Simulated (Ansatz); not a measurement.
A first, cheap relaxation of C₂H₈BNO (`CCB(N)O`).

```yaml
crystal:
  periodic: [false, false, false]
  atoms:
    - {symbol: C, position_ang: [-0.961600, 1.116900, -0.196700]}
    - {symbol: C, position_ang: [0.111100, 0.624300, 0.670700]}
    - {symbol: B, position_ang: [0.768700, -0.665700, 0.018200]}
    - {symbol: N, position_ang: [0.089500, -1.949800, -0.143100]}
    - {symbol: O, position_ang: [2.216900, -0.637200, -0.351600]}
    - {symbol: H, position_ang: [-1.425500, 2.101900, 0.244400]}
    - {symbol: H, position_ang: [-0.601600, 1.411100, -1.218800]}
    - {symbol: H, position_ang: [-1.791200, 0.433900, -0.299200]}
    - {symbol: H, position_ang: [-0.283500, 0.383600, 1.715400]}
    - {symbol: H, position_ang: [0.886600, 1.419500, 0.820400]}
    - {symbol: H, position_ang: [-0.795300, -1.762100, -0.758900]}
    - {symbol: H, position_ang: [-0.365400, -2.200100, 0.810100]}
    - {symbol: H, position_ang: [2.171700, -0.311100, -1.296100]}
basis:
  gaussian: {orbitals: def2-SVP}
hamiltonian: {xc: pbe, dispersion: d4}
relax: {f_tol: 0.03, max_steps: 200}
```

```sh
$ ansatz run in.yaml --threads 4 --pin off --events-out ev --progress --plain
```

It prints (some lines left out):

```
Functional definition: PBE
mean field -6405.77063876 eV, -235.4077289871 hartree, gradient 1.8e-5 eV, S^2 0.000000; 0 other end points of the search recorded, 0 dependent functions left out
relax step   1: F+E_penalty+E_count = -6405.98781579 eV  Δ(F+E_penalty+E_count) = +0.000e0 eV  max|allowed force component| = 3.281e0 eV/Å  Δτ_max = 0.0000 Å  (28 SCF iters, accepted)
mean field -6406.13231693 eV, -235.4210204146 hartree, gradient 9.3e-6 eV, S^2 0.000000; 0 other end points of the search recorded, 0 dependent functions left out
relax step   2: F+E_penalty+E_count = -6406.34907970 eV  Δ(F+E_penalty+E_count) = -3.613e-1 eV  max|allowed force component| = 1.794e0 eV/Å  Δτ_max = 0.1155 Å  (30 SCF iters, accepted)
mean field -6406.31086939 eV, -235.4275820968 hartree, gradient 1.1e-5 eV, S^2 0.000000; 0 other end points of the search recorded, 0 dependent functions left out
relax step   3: F+E_penalty+E_count = -6406.52542137 eV  Δ(F+E_penalty+E_count) = -1.763e-1 eV  max|allowed force component| = 1.033e0 eV/Å  Δτ_max = 0.1601 Å  (28 SCF iters, accepted)
mean field -6406.44456399 eV, -235.4324952825 hartree, gradient 2.0e-5 eV, S^2 0.000000; 0 other end points of the search recorded, 0 dependent functions left out
relax step   4: F+E_penalty+E_count = -6406.65889919 eV  Δ(F+E_penalty+E_count) = -1.335e-1 eV  max|allowed force component| = 1.057e0 eV/Å  Δτ_max = 0.1951 Å  (36 SCF iters, accepted)
mean field -6406.64021339 eV, -235.4396852654 hartree, gradient 1.8e-5 eV, S^2 0.000000; 0 other end points of the search recorded, 0 dependent functions left out
relax step   5: F+E_penalty+E_count = -6406.85526874 eV  Δ(F+E_penalty+E_count) = -1.964e-1 eV  max|allowed force component| = 1.655e0 eV/Å  Δτ_max = 0.1956 Å  (36 SCF iters, accepted)
mean field -6406.97139883 eV, -235.4518561059 hartree, gradient 2.0e-5 eV, S^2 0.000000; 0 other end points of the search recorded, 0 dependent functions left out
relax step   6: F+E_penalty+E_count = -6407.18758186 eV  Δ(F+E_penalty+E_count) = -3.323e-1 eV  max|allowed force component| = 1.890e0 eV/Å  Δτ_max = 0.1923 Å  (36 SCF iters, accepted)
mean field -6407.34014341 eV, -235.4654072192 hartree, gradient 1.7e-5 eV, S^2 0.000000; 0 other end points of the search recorded, 0 dependent functions left out
relax step   7: F+E_penalty+E_count = -6407.55795887 eV  Δ(F+E_penalty+E_count) = -3.704e-1 eV  max|allowed force component| = 1.110e0 eV/Å  Δτ_max = 0.1989 Å  (36 SCF iters, accepted)
mean field -6407.54211381 eV, -235.4728294944 hartree, gradient 1.7e-5 eV, S^2 0.000000; 0 other end points of the search recorded, 0 dependent functions left out
relax step   8: F+E_penalty+E_count = -6407.76024013 eV  Δ(F+E_penalty+E_count) = -2.023e-1 eV  max|allowed force component| = 7.632e-1 eV/Å  Δτ_max = 0.2000 Å  (29 SCF iters, accepted)
mean field -6407.63966677 eV, -235.4764144997 hartree, gradient 1.1e-5 eV, S^2 0.000000; 0 other end points of the search recorded, 0 dependent functions left out
relax step   9: F+E_penalty+E_count = -6407.85753711 eV  Δ(F+E_penalty+E_count) = -9.730e-2 eV  max|allowed force component| = 2.851e-1 eV/Å  Δτ_max = 0.2000 Å  (28 SCF iters, accepted)
mean field -6407.67901474 eV, -235.4778605110 hartree, gradient 1.4e-5 eV, S^2 0.000000; 0 other end points of the search recorded, 0 dependent functions left out
relax step  10: F+E_penalty+E_count = -6407.89531427 eV  Δ(F+E_penalty+E_count) = -3.778e-2 eV  max|allowed force component| = 1.565e-1 eV/Å  Δτ_max = 0.1502 Å  (28 SCF iters, accepted)
mean field -6407.59143569 eV, -235.4746420402 hartree, gradient 2.4e-5 eV, S^2 0.000000; 0 other end points of the search recorded, 0 dependent functions left out
relax step  11: F+E_penalty+E_count = -6407.80549577 eV  Δ(F+E_penalty+E_count) = +8.982e-2 eV  max|allowed force component| = 8.864e-1 eV/Å  Δτ_max = 0.1573 Å  (27 SCF iters, rejected (line search))
mean field -6407.68973486 eV, -235.4782544679 hartree, gradient 1.4e-5 eV, S^2 0.000000; 0 other end points of the search recorded, 0 dependent functions left out
relax step  12: F+E_penalty+E_count = -6407.90473529 eV  Δ(F+E_penalty+E_count) = -9.421e-3 eV  max|allowed force component| = 7.619e-2 eV/Å  Δτ_max = 0.0786 Å  (28 SCF iters, accepted)
mean field -6407.69237142 eV, -235.4783513598 hartree, gradient 1.4e-5 eV, S^2 0.000000; 0 other end points of the search recorded, 0 dependent functions left out
relax step  13: F+E_penalty+E_count = -6407.90651074 eV  Δ(F+E_penalty+E_count) = -1.775e-3 eV  max|allowed force component| = 2.049e-1 eV/Å  Δτ_max = 0.0604 Å  (29 SCF iters, accepted)
mean field -6407.69369408 eV, -235.4783999665 hartree, gradient 1.2e-5 eV, S^2 0.000000; 0 other end points of the search recorded, 0 dependent functions left out
relax step  14: F+E_penalty+E_count = -6407.90781445 eV  Δ(F+E_penalty+E_count) = -1.304e-3 eV  max|allowed force component| = 9.774e-2 eV/Å  Δτ_max = 0.0148 Å  (31 SCF iters, accepted)
mean field -6407.69401655 eV, -235.4784118173 hartree, gradient 1.2e-5 eV, S^2 0.000000; 0 other end points of the search recorded, 0 dependent functions left out
relax step  15: F+E_penalty+E_count = -6407.90818478 eV  Δ(F+E_penalty+E_count) = -3.703e-4 eV  max|allowed force component| = 5.178e-2 eV/Å  Δτ_max = 0.0326 Å  (29 SCF iters, accepted)
mean field -6407.69512842 eV, -235.4784526778 hartree, gradient 1.2e-5 eV, S^2 0.000000; 0 other end points of the search recorded, 0 dependent functions left out
relax step  16: F+E_penalty+E_count = -6407.90923530 eV  Δ(F+E_penalty+E_count) = -1.051e-3 eV  max|allowed force component| = 2.514e-2 eV/Å  Δτ_max = 0.0419 Å  (29 SCF iters, accepted)
mean field -6407.69474711 eV, -235.4784386648 hartree, gradient 7.5e-6 eV, S^2 0.000000; 0 other end points of the search recorded, 0 dependent functions left out
relax step  17: F+E_penalty+E_count = -6407.90837474 eV  Δ(F+E_penalty+E_count) = +8.606e-4 eV  max|allowed force component| = 2.389e-1 eV/Å  Δτ_max = 0.1989 Å  (29 SCF iters, rejected (line search))
mean field -6407.69712906 eV, -235.4785261999 hartree, gradient 1.1e-5 eV, S^2 0.000000; 0 other end points of the search recorded, 0 dependent functions left out
relax step  18: F+E_penalty+E_count = -6407.91112201 eV  Δ(F+E_penalty+E_count) = -1.887e-3 eV  max|allowed force component| = 7.366e-2 eV/Å  Δτ_max = 0.0957 Å  (28 SCF iters, accepted)
mean field -6407.69844943 eV, -235.4785747224 hartree, gradient 9.2e-6 eV, S^2 0.000000; 0 other end points of the search recorded, 0 dependent functions left out
relax step  19: F+E_penalty+E_count = -6407.91236006 eV  Δ(F+E_penalty+E_count) = -1.238e-3 eV  max|allowed force component| = 1.166e-1 eV/Å  Δτ_max = 0.0977 Å  (29 SCF iters, accepted)
mean field -6407.69919756 eV, -235.4786022159 hartree, gradient 1.2e-5 eV, S^2 0.000000; 0 other end points of the search recorded, 0 dependent functions left out
relax step  20: F+E_penalty+E_count = -6407.91289243 eV  Δ(F+E_penalty+E_count) = -5.324e-4 eV  max|allowed force component| = 1.640e-1 eV/Å  Δτ_max = 0.0405 Å  (30 SCF iters, accepted)
mean field -6407.70124676 eV, -235.4786775226 hartree, gradient 1.1e-5 eV, S^2 0.000000; 0 other end points of the search recorded, 0 dependent functions left out
relax step  21: F+E_penalty+E_count = -6407.91484788 eV  Δ(F+E_penalty+E_count) = -1.955e-3 eV  max|allowed force component| = 1.574e-1 eV/Å  Δτ_max = 0.0572 Å  (30 SCF iters, accepted)
mean field -6407.70363931 eV, -235.4787654472 hartree, gradient 9.5e-6 eV, S^2 0.000000; 0 other end points of the search recorded, 0 dependent functions left out
relax step  22: F+E_penalty+E_count = -6407.91700024 eV  Δ(F+E_penalty+E_count) = -2.152e-3 eV  max|allowed force component| = 1.132e-1 eV/Å  Δτ_max = 0.0924 Å  (28 SCF iters, accepted)
mean field -6407.70512637 eV, -235.4788200955 hartree, gradient 1.0e-5 eV, S^2 0.000000; 0 other end points of the search recorded, 0 dependent functions left out
relax step  23: F+E_penalty+E_count = -6407.91824044 eV  Δ(F+E_penalty+E_count) = -1.240e-3 eV  max|allowed force component| = 1.086e-1 eV/Å  Δτ_max = 0.0723 Å  (29 SCF iters, accepted)
mean field -6407.70638126 eV, -235.4788662118 hartree, gradient 1.1e-5 eV, S^2 0.000000; 0 other end points of the search recorded, 0 dependent functions left out
relax step  24: F+E_penalty+E_count = -6407.91941225 eV  Δ(F+E_penalty+E_count) = -1.172e-3 eV  max|allowed force component| = 1.172e-1 eV/Å  Δτ_max = 0.0309 Å  (30 SCF iters, accepted)
mean field -6407.70850612 eV, -235.4789442991 hartree, gradient 9.5e-6 eV, S^2 0.000000; 0 other end points of the search recorded, 0 dependent functions left out
relax step  25: F+E_penalty+E_count = -6407.92139150 eV  Δ(F+E_penalty+E_count) = -1.979e-3 eV  max|allowed force component| = 1.221e-1 eV/Å  Δτ_max = 0.0751 Å  (29 SCF iters, accepted)
mean field -6407.70947736 eV, -235.4789799915 hartree, gradient 1.5e-5 eV, S^2 0.000000; 0 other end points of the search recorded, 0 dependent functions left out
relax step  26: F+E_penalty+E_count = -6407.92211915 eV  Δ(F+E_penalty+E_count) = -7.276e-4 eV  max|allowed force component| = 1.598e-1 eV/Å  Δτ_max = 0.1088 Å  (29 SCF iters, accepted)
mean field -6407.71060790 eV, -235.4790215380 hartree, gradient 1.0e-5 eV, S^2 0.000000; 0 other end points of the search recorded, 0 dependent functions left out
relax step  27: F+E_penalty+E_count = -6407.92320875 eV  Δ(F+E_penalty+E_count) = -1.090e-3 eV  max|allowed force component| = 1.166e-1 eV/Å  Δτ_max = 0.0505 Å  (30 SCF iters, accepted)
mean field -6407.71116358 eV, -235.4790419590 hartree, gradient 1.1e-5 eV, S^2 0.000000; 0 other end points of the search recorded, 0 dependent functions left out
relax step  28: F+E_penalty+E_count = -6407.92386296 eV  Δ(F+E_penalty+E_count) = -6.542e-4 eV  max|allowed force component| = 9.273e-2 eV/Å  Δτ_max = 0.0075 Å  (31 SCF iters, accepted)
mean field -6407.71108736 eV, -235.4790391580 hartree, gradient 1.1e-5 eV, S^2 0.000000; 0 other end points of the search recorded, 0 dependent functions left out
relax step  29: F+E_penalty+E_count = -6407.92388872 eV  Δ(F+E_penalty+E_count) = -2.576e-5 eV  max|allowed force component| = 7.049e-2 eV/Å  Δτ_max = 0.0090 Å  (32 SCF iters, accepted)
mean field -6407.71180879 eV, -235.4790656699 hartree, gradient 1.0e-5 eV, S^2 0.000000; 0 other end points of the search recorded, 0 dependent functions left out
relax step  30: F+E_penalty+E_count = -6407.92449299 eV  Δ(F+E_penalty+E_count) = -6.043e-4 eV  max|allowed force component| = 3.032e-2 eV/Å  Δτ_max = 0.0377 Å  (30 SCF iters, accepted)
mean field -6407.71229219 eV, -235.4790834344 hartree, gradient 1.0e-5 eV, S^2 0.000000; 0 other end points of the search recorded, 0 dependent functions left out
relax step  31: F+E_penalty+E_count = -6407.92484366 eV  Δ(F+E_penalty+E_count) = -3.507e-4 eV  max|allowed force component| = 3.393e-2 eV/Å  Δτ_max = 0.0413 Å  (30 SCF iters, accepted)
mean field -6407.71255515 eV, -235.4790930980 hartree, gradient 1.0e-5 eV, S^2 0.000000; 0 other end points of the search recorded, 0 dependent functions left out
relax step  32: F+E_penalty+E_count = -6407.92502245 eV  Δ(F+E_penalty+E_count) = -1.788e-4 eV  max|allowed force component| = 2.706e-2 eV/Å  Δτ_max = 0.0437 Å  (30 SCF iters, accepted)
mean field -6407.71255515 eV, -235.4790930980 hartree, gradient 1.4e-5 eV, S^2 0.000000; 1 other end points of the search recorded, 0 dependent functions left out
Total energy: -6407.92505795 eV, -235.4869024322 hartree
Atom 0 at    -0.892669     1.575476    -0.148068 Å, force    -0.001810    -0.002877    -0.005166 eV/Å
Atom 1 at    -0.158447     0.533473     0.710496 Å, force     0.015121    -0.001871    -0.004880 eV/Å
Atom 2 at     0.538691    -0.618101    -0.137690 Å, force    -0.018521    -0.027059     0.011256 eV/Å
Atom 3 at     0.361399    -1.989862     0.191270 Å, force    -0.006254     0.021965     0.011828 eV/Å
Atom 4 at     1.327316    -0.213646    -1.202604 Å, force    -0.002229    -0.008018     0.002042 eV/Å
Atom 5 at    -1.305136     2.408920     0.458408 Å, force     0.000496    -0.003309     0.000605 eV/Å
Atom 6 at    -0.212872     2.015753    -0.905749 Å, force    -0.003715    -0.005971     0.005625 eV/Å
Atom 7 at    -1.741933     1.120878    -0.701414 Å, force     0.010835     0.003750     0.007153 eV/Å
Atom 8 at    -0.846179     0.104009     1.472048 Å, force     0.002239     0.003546    -0.005133 eV/Å
Atom 9 at     0.646617     1.040817     1.291773 Å, force    -0.011699    -0.002102    -0.002489 eV/Å
Atom 10 at     0.799667    -2.770598    -0.298111 Å, force     0.001590     0.001411    -0.001298 eV/Å
Atom 11 at    -0.226473    -2.285928     0.969486 Å, force     0.014892     0.015840    -0.021927 eV/Å
Atom 12 at     1.730417    -0.955989    -1.685043 Å, force    -0.000944     0.004694     0.002385 eV/Å
Dipole moment:     0.054473    -0.574857     0.005412 e Å
```

Run time 22 s (4 threads of a server CPU on a shared host); peak host memory 0.17 GiB.
